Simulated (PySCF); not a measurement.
Si(F)2(Cl)(OH), SMILES O[Si](F)(F)Cl, PBE0/def2-SVP optimised geometry.

```
6

O     -1.10     0.49     0.00
Si    -0.50    -1.02     0.00
F      1.10    -1.02     0.00
F     -0.98    -1.72    -1.35
Cl    -1.11    -2.11     1.60
H     -1.06     1.02     0.80
```

Density from PBE0/def2-TZVP (PySCF) at that geometry.

Minimum of the electron density along straight lines between bonded atoms, close to the bond critical point (lines longer than 1.1 times the sum of covalent radii, or with two minima, are not listed):

```
bond     length / Å  ρ at the minimum / e bohr⁻³  ∇²ρ there / e bohr⁻⁵  position (fraction from the first atom)
-------  ----------  ---------------------------  --------------------  ---------------------------------------
O1–Si2        1.623                        0.149                  0.89                                     0.59
Si2–F3        1.601                        0.141                  0.99                                     0.42
Si2–F4        1.594                        0.143                  1.00                                     0.42
Si2–Cl5       2.031                          [?]                   [?]                                     0.36
O1–H6         0.961                          [?]                 -2.45                                     0.81
```

Task: Fill in the missing entries.

Result: 
- Si2–Cl5, ρ at the minimum / e bohr⁻³: 0.107
- Si2–Cl5, ∇²ρ there / e bohr⁻⁵: 0.24
- O1–H6, ρ at the minimum / e bohr⁻³: 0.352
